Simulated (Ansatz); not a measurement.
CH5AlFGa, SMILES `F[CH2][AlH][GaH2]`. The species carries charge 0 and has multiplicity 1.

Cartesian coordinates in Å:
```
F -1.849 0.403 0.752
C -1.394 0.803 -0.516
Al 0.471 0.175 -0.794
Ga 1.508 -1.116 1.097
H -1.488 1.895 -0.571
H -2.094 0.399 -1.259
H 1.147 0.544 -2.191
H 1.389 -2.686 1.218
H 2.311 -0.417 2.263
```

Task: What are the harmonic wavenumbers in cm⁻¹ at PBE0-D4/def2-TZVP (Ansatz, finite differences of forces, unscaled)? (Best estimate.)

Result: The calculation gave: 45, 81, 136, 258, 282, 299, 390, 515, 548, 604, 670, 764, 1017, 1232, 1259, 1444, 1885, 1924, 1927, 3016, 3062.

Task: Is this a minimum?

Result: Yes, all 21 modes are real.

Task: Give the ideal-gas thermochemistry at 298.15 K and 1 bar (rigid rotor, harmonic oscillator; point group Cs, symmetry number 1).

Result: Zero-point energy 127.7 kJ/mol; H(298) − E = 150.2 kJ/mol; entropy 368.6 J/(mol·K), of which translation 169.8, rotation 116.2, vibration 82.6; G(298) − E = 40.3 kJ/mol. Modes under 100 cm⁻¹ are hindered rotations or soft bends, so the harmonic entropy is rough.

Task: And at 400, 500, 600, 800 and 1000 K?

Result: 
```
T (K)  H − E (kJ/mol)  S (J/mol/K)  G − E (kJ/mol)
  400           162.3        403.1             1.0
  500           175.4        432.4           -40.8
  600           189.7        458.4           -85.4
  800           220.7        503.0          -181.7
 1000           254.4        540.5          -286.1
```
